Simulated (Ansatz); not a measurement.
`C/C([SiH3])=C\F` + `BN` → `BN/C(C)=C\F` + SiH₄  (substitution at a C–Si bond)

Computed with Ansatz on PBE0-D4/def2-TZVP structures; ΔE is electronic, products minus reactants. CCSD(T)/CBS is the MP2 limit (def2-TZVPP, def2-QZVPP) plus CCSD(T) − MP2 in def2-TZVPP, frozen cores. This one scheme is used for every species. Double bonds are as drawn, so ΔE can hold a change between cis and trans. DFT in def2-TZVPP. One conformer a species, not always the lowest.

`C/C([SiH3])=C\F`:

Z-matrix (Å, degrees):
```
C
C 1 1.499
H 1 1.094 2 110.7
H 1 1.090 2 111.9 3 -120.9
H 1 1.094 2 110.7 3 118.2
Si 2 1.860 1 120.3 3 -58.9
C 2 1.326 1 122.7 3 121.1
H 6 1.488 2 110.3 1 59.3
H 6 1.488 2 110.3 1 -59.5
H 6 1.486 2 109.6 1 179.9
F 7 1.341 2 122.8 1 0.0
H 7 1.084 2 125.8 1 180.0
```

`BN`:

Z-matrix (Å, degrees):
```
B
N 1 1.385
H 1 1.197 2 119.0
H 1 1.197 2 119.0 3 -180.0
H 2 1.006 1 123.2 3 -0.0
H 2 1.006 1 123.2 3 180.0
```

`BN/C(C)=C\F`:

```xyz
13

B    -1.675    0.444    1.061
N    -1.074    0.039   -0.132
C     0.280   -0.146   -0.415
C     1.279    0.106    0.658
C     0.667   -0.542   -1.624
F    -0.236   -0.771   -2.598
H    -2.866    0.535    1.075
H    -1.009    0.687    2.021
H    -1.665   -0.159   -0.927
H     1.100   -0.541    1.520
H     2.286   -0.081    0.285
H     1.223    1.139    1.010
H     1.688   -0.710   -1.933
```

SiH₄:

```xyz
5

Si    0.000    0.000    0.000
H    -0.100    1.480   -0.047
H    -0.728   -0.582   -1.156
H    -0.600   -0.497    1.264
H     1.428   -0.402   -0.061
```

```json
{"species": "`C/C([SiH3])=C\\F`", "PBE energy (Eh)": "-507.52390"}
{"species": "`BN`", "PBE energy (Eh)": "-81.95148"}
{"species": "`BN/C(C)=C\\F`", "PBE energy (Eh)": "-297.73857"}
{"species": "SiH₄", "PBE energy (Eh)": "-291.72174"}
```

Q: Work out ΔE.

A: ΔE = (-297.73857) + (-291.72174) − (-507.52390) − (-81.95148) = 0.01507 Eh = +9.5 kcal/mol. CCSD(T)/CBS gives +10.7 kcal/mol.

Largest T1 diagnostic among the species: 0.013.
